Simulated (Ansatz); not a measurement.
# Worked example: GeH3Br + C2H5Mg → GeH3 + C2H5BrMg

Species: GeH3Br `[GeH3][Br]`, singlet; C2H5Mg `C[CH2][Mg]`, doublet; GeH3 `[GeH3]`, doublet; C2H5BrMg `C[CH2][Mg][Br]`, singlet. A radical takes Br: the energy is the difference in strength between the Ge–Br bond broken and the Mg–Br bond made.

Shapes, held fixed at every level: PBE0-D4/def2-TZVP. Programs: Ansatz 0.2.0. The zero-point and thermal change to 298 K, harmonic and unscaled (PBE0-D4/def2-TZVP), is -2.7 kJ/mol.

At CCSD(T)/def2-TZVPP; 1 Eh = 2625.50 kJ/mol:

```
 species   energy (Eh)
  GeH3Br  -4650.143558
  C2H5Mg   -278.841500
    GeH3  -2077.343756
C2H5BrMg  -2851.664364
```

**Question.** Work out ΔH(298 K) of the reaction at this level.

**Answer.** 
1. Products less reactants: (-2077.343756) + (-2851.664364) − [(-4650.143558) + (-278.841500)] = -0.023062 Eh = -60.5 kJ/mol.
2. With the thermal change: -60.5 + (-2.7) = -63.2 kJ/mol.

Other levels give -73.1 (wB97M-V/def2-TZVPP) to -42.9 kJ/mol (SPW92/def2-TZVPP). No measured value is set beside it here. Open shells run unrestricted. Relativity is left out for Br, Ge. Outer-core shells of Br, Ge, Mg are correlated, in sets that cover them unevenly.
